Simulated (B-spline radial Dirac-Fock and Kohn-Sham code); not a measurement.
## Core and valence levels of Tb⁵⁰⁺

System: Tb⁵⁰⁺ in the configuration 1s2 2s2 2p6 3s2 3p3; nuclear rms radius 5.06 fm (A = 159).

The run's input, task.json:

```json
{"items": [{
  "Z": 65,
  "q": 50,
  "cfg": [[1, 0, 2], [2, 0, 2], [2, 1, 6], [3, 0, 2], [3, 1, 3]],
  "A": 159,
  "rrms": 5.06,
  "do": ["binding"]
}]}
```

Command: `python xray_run.py task.json out`

Model: ΔSCF Dirac-Fock with Breit, self-energy and vacuum polarisation, finite nucleus, configuration average. Program: a B-spline atomic structure program. Correlation energy is missing from these numbers. Energies are counted from the vacuum level. Subshells whose hole state is unreliable or did not converge are left out.

All terms are in eV, carry their sign (relaxation lowers the binding energy) and add up to the binding energy; ⟨r⟩ is the mean radius of the orbital in the initial state.

```csv
subshell,−ε (Koopmans),relaxation,Breit,self-energy,vacuum polarisation,binding energy,⟨r⟩ (bohr)
K (1s),55841.4,-28.98,-149.21,-93.02,15.42,55585.6,0.021
L1 (2s),12158.9,-5.63,-16.15,-12.99,2.00,12126.2,0.090
L3 (2p3/2),10968.2,-6.75,-16.20,-0.83,-0.08,10944.4,0.082
M1 (3s),4807.4,-0.61,-3.83,-3.47,0.51,4800.0,0.219
"M2,3 (3p)",4530.8,-0.67,-4.56,-0.20,-0.01,4525.3,0.216
```

For the deepest level, K (1s), the Breit terms make up -0.268 % of the binding energy, QED -0.140 % and orbital relaxation -0.052 %.

Going to the tabulated ground configuration of the next ion removes an electron from M2,3 (3p), computed at 4525.3 eV. NIST lists 4460 ± 4 eV as the ionisation energy of this species (theoretical), -65.33 eV from the computed value. Where a p, d or f shell is open in either ion the computed value averages over both j values and all terms, while the table refers to the lowest levels; that difference holds spin-orbit splitting (largest in heavy or highly charged ions), term energies where several electrons share open shells, and correlation, and it can reach 10 % or more.
